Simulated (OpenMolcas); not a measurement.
## What dynamic correlation does to the levels of Ar IV

- Program: OpenMolcas
- Basis: ANO-R3 [6s5p4d2f1g]
- Scalar Hamiltonian: X2C, finite nucleus
- Active space: 5 electrons in 4 orbitals (3s 3p)
- State averaging: 2S+1 = 4 odd, 1 root; 2S+1 = 2 odd, 8 roots; 2S+1 = 4 even, 3 roots; 2S+1 = 2 even, 9 roots
- Spin-orbit coupling: state interaction with AMFI integrals over the reference wave functions, term energies averaged over their components

Methods on the same reference wave functions:
A. CASSCF
B. SS-CASPT2, IPEA 0.25 Eh, imaginary shift 0.1 Eh (closed shells correlated: 2s 2p)

Energies in cm-1 above 3s2 3p3 4S* 3/2, the measured ground level; measured values from Saloman, J. Phys. Chem. Ref. Data 39, 033101 (2010).

| Level | A | B | Measured |
| --- | --- | --- | --- |
| 3s2 3p3 4S* 3/2 | 0.0 | 0.0 | 0.0 |
| 3s2 3p3 2D* 3/2 | 25937 | 21430 | 21091 |
| 3s2 3p3 2D* 5/2 | 26087 | 21540 | 21220 |
| 3s2 3p3 2P* 1/2 | 36271 | 35240 | 34855 |
| 3s2 3p3 2P* 3/2 | 36417 | 35350 | 35032 |
| 3s 3p4 4P 5/2 | 125996 | 121540 | 117563 |
| 3s 3p4 4P 3/2 | 126946 | 122490 | 118516 |
| 3s 3p4 4P 1/2 | 127492 | 123040 | 119043 |
| 3s 3p4 2D 3/2 | 176742 | 156400 | 145921 |
| 3s 3p4 2D 5/2 | 176763 | 156430 | 145999 |
| 3s 3p4 2S 1/2 | 202500 | 189410 | 177832 |
| 3s 3p4 2P 3/2 | 224462 | 202240 | 222956 |
| 3s 3p4 2P 1/2 | 225617 | 203420 | 224019 |

Deviations, from unrounded energies. A percentage is the sum of absolute deviations over the sum of measured energies, with the sign that they share, or ± where signs differ.

```
                        Against measurement  Levels      A     B
             mean absolute deviation (cm-1)      12  11000  7300
other terms of the ground configuration (%)       4  +11.2  +1.2
                   other configurations (%)       8   +9.0  ±6.7
```

B lies closest to measurement on these levels. The largest miss of B in the table is 3s 3p4 2P 3/2, by -21000 cm-1. The ranking rests on the paired levels alone, and a cruder setting can come out closer through cancelling errors.

From A to B the spin-free energies of the other terms of 3s2 3p3 shown, above 4S*, scale by factors of 0.83 to 0.97.

The lowest spin-free term lies below A's lowest term by 0.369 hartree in B.

CASPT2 does not keep the components of a term degenerate, so their means are used; among the terms shown or strongly mixed into the levels shown the widest spread is 1300 cm-1 (3s 3p4 2D, B). Over all roots computed the reference weight is 0.88 to 0.96 in B; the roots of lowest weight are the least certain, and an intruder state may touch them. Terms of s pⁿ other than that of highest spin mix with s² pⁿ⁻² d, which this space lacks; all of them can be thousands of cm-1 off, and some have no real level of that name. Measured partners are found by configuration, term and J. A level has none where our copy of the source lacks it or the pairing is in doubt (some pairs that miss far off the trend of their configuration count as doubtful), and it then counts in no deviation. Only configurations of the active space appear.

* marks odd parity.
